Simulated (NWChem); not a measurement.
System: HfCl₃ cation; SMILES [Cl][Hf+]([Cl])[Cl]

NWChem input:

```
start job
memory heap 200 mb stack 900 mb global 1100 mb
charge 1
geometry units angstroms
  Hf     0.084917     0.303804     0.179621
  Cl     1.791128    -0.771407    -0.772741
  Cl    -0.879746    -1.303146     1.388594
  Cl    -1.338719     0.545026    -1.520235
end
basis spherical
  * library def2-svp
end
ecp
  Hf library def2-ecp
end
dft
  xc pbe0
  iterations 150
end
driver
  maxiter 120
end
task dft optimize
dft
  grid fine
  convergence energy 1d-8 density 1d-7
end
task dft freq numerical
```

Output (shortened):

```
             Northwest Computational Chemistry Package (NWChem) 7.3.0
             --------------------------------------------------------

 C3  symmetry detected

                             Geometry "geometry" -> ""
                             -------------------------

 Output coordinates in angstroms (scale by  1.889725989 to convert to a.u.)

  No.       Tag          Charge          X              Y              Z
 ---- ---------------- ---------- -------------- -------------- --------------
    1 Hf                  72.0000     0.00000000    -0.00000000     0.40310324
    2 Cl                  17.0000     0.67487348    -1.89044271    -0.56908692
    3 Cl                  17.0000    -1.97460815     0.36076378    -0.56908692
    4 Cl                  17.0000     1.29973467     1.52967893    -0.56908692

 Effective nuclear repulsion energy (a.u.)    1003.1948928836

      Symmetry information
      --------------------

 Group name             C3
 Group number              5
 Group order               3
 No. of unique centers     2

                                Z-matrix (autoz)
                                --------

 Units are Angstrom for bonds and degrees for angles

      Type          Name      I     J     K     L     M      Value
      ----------- --------  ----- ----- ----- ----- ----- ----------
    1 Stretch                  1     2                       2.23033
    2 Stretch                  1     3                       2.23033
    3 Stretch                  1     4                       2.23033
    4 Bend                     2     1     3               102.41515
    5 Bend                     2     1     4               102.41515
    6 Bend                     3     1     4               102.41515
    7 Torsion                  2     1     3     4        -105.89498
    8 Torsion                  2     1     4     3         105.89498
    9 Torsion                  3     1     2     4         105.89498
   10 Torsion                  2     4     1     3        -105.89498
   11 Torsion                  3     2     1     4        -105.89498
   12 Torsion                  2     3     1     4         105.89498

                           NWChem Geometry Optimization
                           ----------------------------

[...]

      ----------------------
      Optimization converged
      ----------------------

  Step       Energy      Delta E   Gmax     Grms     Xrms     Xmax
  ---- ---------------- -------- -------- -------- -------- --------
@    4   -1427.63424540 -6.2D-08  0.00000  0.00000  0.00021  0.00042
                                     ok       ok       ok       ok

                                Z-matrix (autoz)
                                --------

 Units are Angstrom for bonds and degrees for angles

      Type          Name      I     J     K     L     M      Value     Gradient
      ----------- --------  ----- ----- ----- ----- ----- ---------- ----------
    1 Stretch                  1     2                       2.26456    0.00000
    2 Stretch                  1     3                       2.26456    0.00000
    3 Stretch                  1     4                       2.26456    0.00000
    4 Bend                     2     1     3               107.59512   -0.00000
    5 Bend                     2     1     4               107.59512   -0.00000
    6 Bend                     3     1     4               107.59512   -0.00000
    7 Torsion                  2     1     3     4        -115.67447    0.00000
    8 Torsion                  2     1     4     3         115.67447   -0.00000
    9 Torsion                  3     1     2     4         115.67447   -0.00000
   10 Torsion                  2     4     1     3        -115.67447    0.00000
   11 Torsion                  3     2     1     4        -115.67447    0.00000
   12 Torsion                  2     3     1     4         115.67447   -0.00000

                         Geometry "geometry" -> "geometry"
                         ---------------------------------

[...]

 Rotational Constants
 --------------------
 A=   0.060567 cm-1  (  0.087140 K)
 B=   0.060567 cm-1  (  0.087140 K)
 C=   0.036092 cm-1  (  0.051927 K)

 Temperature                      =   298.15K
 frequency scaling parameter      =   1.0000

 Zero-Point correction to Energy  =    2.325 kcal/mol  (  0.003704 au)
 Thermal correction to Energy     =    5.986 kcal/mol  (  0.009539 au)
 Thermal correction to Enthalpy   =    6.578 kcal/mol  (  0.010483 au)

 Total Entropy                    =   82.194 cal/mol-K
   - Translational                =   42.819 cal/mol-K (mol. weight = 284.8533)
   - Rotational                   =   26.695 cal/mol-K (symmetry #  =        3)
   - Vibrational                  =   12.680 cal/mol-K

 Cv (constant volume heat capacity) =   15.950 cal/mol-K
   - Translational                  =    2.979 cal/mol-K
   - Rotational                     =    2.979 cal/mol-K
   - Vibrational                    =    9.991 cal/mol-K

[normal modes left out]

 ----------------------------------------------------------------------------
 Normal Eigenvalue ||           Projected Infra Red Intensities
  Mode   [cm**-1]  || [atomic units] [(debye/angs)**2] [(KM/mol)] [arbitrary]
 ------ ---------- || -------------- ----------------- ---------- -----------
    1       -0.000 ||    0.003354           0.077         3.270       2.204
    2       -0.000 ||    0.002615           0.060         2.549       1.719
    3       -0.000 ||    0.002989           0.069         2.914       1.965
    4       -0.000 ||    0.003610           0.083         3.520       2.373
    5       -0.000 ||    0.000292           0.007         0.285       0.192
    6        0.000 ||    0.002942           0.068         2.868       1.933
    7       88.326 ||    0.007410           0.171         7.224       4.870
    8      111.174 ||    0.000640           0.015         0.624       0.421
    9      111.174 ||    0.000640           0.015         0.624       0.421
   10      434.300 ||    0.006679           0.154         6.511       4.390
   11      440.931 ||    0.075705           1.747        73.801      49.756
   12      440.931 ||    0.075705           1.747        73.801      49.756
 ----------------------------------------------------------------------------
```

Level: PBE0/def2-SVP with def2 effective core potentials on Hf. The spin multiplicity was typed, not searched, and may not be the lowest. def2 effective core potentials on Hf; no spin-orbit coupling.
